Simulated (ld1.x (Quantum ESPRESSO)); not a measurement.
manganese (Mn): RRKJ pseudisation with LDA (PZ), scalar-relativistic reference atom.

Mn, norm-conserving RRKJ (Kleinman–Bylander form), made with ld1.x (Quantum ESPRESSO) 7.5 (LDA (PZ), scalar-relativistic). Core [Ar], reference 3d5 4s2 4p0. Waves: 4p (bound, empty): rc 3.20 bohr; 3d (bound): rc 1.25 bohr; 4s (bound): rc 2.10 bohr. Local part: the s channel. Core correction: Bessel-smoothed model core inside 0.65 bohr.

Poles of the logarithmic derivatives, all-electron (AE) and pseudo (PS). s: poles at 0.2, 4.3 (AE) and 0.2, 3.7 (PS) Ry. p: poles at 0.9 (AE) and 0.9, 4.9 (PS) Ry. d: poles at -0.5, 2.1 (AE) and -0.5, 2.5 (PS) Ry. Test radius 3.49 bohr.

* Cutoffs needed: 110 Ry and 140 Ry (the cutoffs (Ry, on a coarse ladder) from which the occupation-weighted sum of valence levels, in a spherical-Bessel basis at the reference potential, stays within 10 and 1 mRy of its value at 400 Ry)
* Ghost test: no extra level below or beside the all-electron valence levels (p, d, s, f tested) (spherical-Bessel basis up to 400 Ry, 20 bohr box)
* Largest excitation error: -2296 meV (all-electron minus pseudo) for 3d3 4s0 4p0, out of 7 test configurations
